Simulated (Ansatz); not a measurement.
Frontier orbitals of BF3H2O, SMILES `[OH2+][B-](F)(F)F`.

Z-matrix (Å, degrees):
```
B
F 1 1.337
F 1 1.352 2 116.6
O 1 1.774 2 102.7 3 108.3
F 1 1.352 2 116.7 3 -143.6
H 4 0.965 1 108.4 2 -119.5
H 4 0.965 1 108.1 2 124.0
```

Charge 0, multiplicity 1. The structure was optimised at the PBE0-D4/def2-TZVP level. It is one conformer, not always the lowest. Basis def2-TZVPP, Ansatz 0.2.0.

Wavefunction ionisation energies are left out: the UHF cation lies over 0.3 eV above the hybrids' and is likely on a second state.

Orbital energies of one run (eV). Highest occupied ones, from the top: -13.04, -13.15, -13.62, -13.75, -14.21, -14.22, -15.15, -16.85, -16.90, -17.20, -18.72, -19.60, -34.26, -36.50. Empty: 0.28, 2.26, 2.95, 3.89, 4.27, 4.73.

Question: Which functional gave them?
A. LDA (SPW92)
B. ωB97X-V
C. BHLYP
D. LC-ωPBE

Answer: C. HOMO energies: BHLYP -13.04, LC-ωPBE -13.71, ωB97X-V -13.43, LDA (SPW92) -8.93 eV.

LC-ωPBE has ω = 0.4 bohr⁻¹.
